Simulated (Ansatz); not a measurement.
A geometry relaxed with PBE-D3(BJ)/def2-TZVP (Ansatz, an electronic-structure program), charge 0, multiplicity 2:

```xyz
7

N      0.3196    -0.6818    -0.3427
H     -1.5267    -0.5224     0.5841
N      2.6148     0.0196     0.2554
H     -0.6434     1.0482     0.4986
C      1.4833    -0.2701    -0.0087
H     -1.3954     0.3027    -0.9628
C     -0.8522     0.1038    -0.0239
```

Problem. Write the SMILES of this molecule.

Solution. `C[N]C#N`
